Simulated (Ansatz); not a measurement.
CH2NO (SMILES N[C]=O), doublet, geometry from GFN2-xTB; BLYP/def2-SVP run with Ansatz (a program for electronic structure).

Here is a job for Ansatz.
Ansatz 0.2 input:
```yaml
crystal:
  periodic: [false, false, false]
  atoms:
    - {symbol: O, position_ang: [-0.26239492, 1.20792016, -0.01400583]}
    - {symbol: C, position_ang: [-0.41467571, 0.01679901, 0.00061495]}
    - {symbol: N, position_ang: [0.43485650, -0.99377497, 0.01109142]}
    - {symbol: H, position_ang: [0.09501155, -1.93993374, 0.02313653]}
    - {symbol: H, position_ang: [1.44820656, -0.86779678, 0.00758046]}
basis:
  gaussian:
    orbitals: def2-SVP
    fitting: {mean_field: def2-universal-JKFIT}
hamiltonian:
  xc: blyp
magnetization: {spin_polarized: true, initial_magnetization: 1}
```

What the program printed (banner, timings and long lists left out):

```
Functional definition: BLYP
265 factors; integrals over basis functions are off by at most 1.9e-1 eV
mean field evaluation 1: about -4594.2782 eV, gradient 4.1e1 eV
mean field evaluation 2: about -4578.8412 eV, gradient 7.4e1 eV
mean field evaluation 4: about -4600.6989 eV, gradient 4.7e0 eV
mean field evaluation 8: about -4600.7895 eV, gradient 7.8e-2 eV
mean field evaluation 16: about -4600.7895 eV, gradient 2.6e-5 eV
mean field -4600.78953930 eV, -169.0758970420 hartree, gradient 2.6e-5 eV, S^2 0.751711; 0 other end points of the search recorded, 0 dependent functions left out
reference -4600.78973795 eV, -169.0759043424 hartree; 12, 11 occupied and 40, 41 virtual orbitals, 265 factors
Total energy: -4600.78973795 eV, -169.0759043424 hartree
```
